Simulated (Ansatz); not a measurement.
A structure relaxed at PBE-D4/def2-SVP in Ansatz, charge 0, singlet:

```xyz
12

Cu    1.104    1.408   -0.438
Cu   -0.675   -0.401    2.323
Cu   -0.540    1.702    1.279
Cu   -1.059   -1.012   -0.059
Cu   -1.481    1.283   -0.948
Cu    0.190   -0.396   -2.132
Cu    0.852   -1.935    1.241
Cu    1.973   -0.822   -0.501
Te    0.459   -2.823   -1.171
Te   -2.826    0.477    1.156
Te    0.186    2.068   -2.671
Te    1.815    0.452    1.922
```

Task: Give its formula and point group.

Result: the cluster Cu8Te4. Point group Cs (tolerance 0.1 Å).

Task: Summarise the bond lengths by kind (pairs closer than 1.2 times the sum of covalent radii, bridged metal pairs left out).

Result: 16 × Cu–Te 2.50 to 2.74 Å.

In the def2 sets Te takes a core potential; there is no spin–orbit coupling. Another isomer (singlet) lies 0.39 eV lower at PBE0-D4/def2-TZVP; other spin states weren't run for this one.
